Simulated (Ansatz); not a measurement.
One change: `OC(O)Br` becomes `OC(O)O`.

Ansatz, PBE0-D4/def2-TZVP geometries, multiplicity 1. Each molecule was computed in one conformer, which needn't be the lowest.

Scalar relativity is left out up to krypton.

| property | `OC(O)Br` |
| --- | --- |
| LUMO energy (PBE/def2-TZVPP) / eV | -1.11 |
| zero-point energy (PBE0-D4/def2-TZVP) / kJ/mol | 124.2 |
| ideal-gas entropy at 298 K and 1 bar (rigid rotor, harmonic PBE0-D4/def2-TZVP) / J/(mol·K) | 304 |
| HOMO energy (PBE0/def2-TZVPP) / eV | -8.04 |
| size of the dipole moment (PBE/def2-TZVPP) / D | 2.42 |
| LUMO energy (ωB97M-V/def2-TZVPP) / eV | 2.04 |

Task: What does the change do to each property? (Best estimate.)

Result: Computed: 
| property | `OC(O)O` | shift |
| --- | --- | --- |
| LUMO energy (PBE/def2-TZVPP) / eV | 0.17 | 1.28 |
| zero-point energy (PBE0-D4/def2-TZVP) / kJ/mol | 162.1 | 37.9 |
| ideal-gas entropy at 298 K and 1 bar (rigid rotor, harmonic PBE0-D4/def2-TZVP) / J/(mol·K) | 288 | -16 |
| HOMO energy (PBE0/def2-TZVPP) / eV | -8.64 | -0.60 |
| size of the dipole moment (PBE/def2-TZVPP) / D | 1.48 | -0.94 |
| LUMO energy (ωB97M-V/def2-TZVPP) / eV | 2.46 | 0.42 |

With PBE0 the HOMO falls by 0.60 eV and the LUMO rises by 1.11 eV, so the gap widens by about 1.71 eV. PBE moves the HOMO by -0.27 eV and ωB97M-V by -0.78 eV. The zero-point energy changes by 37.9 kJ/mol with +3 modes. Dipoles are sizes alone; their direction can turn.

Spin–orbit coupling is left out; it splits and shifts lone-pair levels of the heavy atoms by tenths of an eV.
